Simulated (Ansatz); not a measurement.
Reaction (silylene formation by 1,1-elimination): `Cl[SiH](Cl)[SiH](Cl)Cl` → trichlorosilane + `[SiH]Cl`

Calculated with Ansatz (gas phase, PBE0-D4/def2-TZVP geometries, no zero-point term in ΔE). CCSD(T)/CBS is the MP2 limit (def2-TZVPP, def2-QZVPP) plus CCSD(T) − MP2 in def2-TZVPP, frozen cores. This one scheme is used for every species. Functionals use def2-TZVPP. B3LYP here is the variant with VWN-RPA as its local correlation; programs differ in this. Each species was taken in one conformer, which may not be the lowest.

```csv
level,ΔE (kJ/mol),difference from CCSD(T)/CBS
r2SCAN-D4,207.8,17.6
PBE0-D4,207.2,17.0
B3LYP-D4,187.4,-2.8
ωB97M-V,178.9,-11.3
B2PLYP,177.8,-12.4
PBE,184.6,-5.6
PBE0,194.7,4.5
B3LYP,165.6,-24.6
HF/def2-TZVPP,166.8,-23.4
MP2/def2-TZVPP,197.1,6.9
SCS-MP2/def2-TZVPP,185.5,-4.7
CCSD/def2-TZVPP,178.3,-11.9
HF/def2-QZVPP,166.4,-23.8
MP2/def2-QZVPP,201.7,11.5
MP2/CBS(def2),205.2,15.0
CCSD/CBS(def2),186.4,-3.8
CCSD(T)/CBS,190.2,0
```

Largest T1 diagnostic among the species: 0.013.

In def2-TZVPP, CCSD(T) changes the Hartree–Fock value by +15.3 kJ/mol (the triples alone add +3.8 kJ/mol) and MP2 by +30.4 kJ/mol. From PBE to PBE0 (25 % exact exchange), in def2-TZVPP and without D4, ΔE moves by +10.1 kJ/mol. The D4 term adds +21.8 kJ/mol with B3LYP and +12.5 kJ/mol with PBE0; it sums over pairs of atoms, weighted by their polarisabilities, and B3LYP, whose exchange is more repulsive, gets the larger term.

CCSD(T)/CBS has its own doubt, a few kJ/mol and more with outer-core shells, so smaller differences from it don't rank the levels.
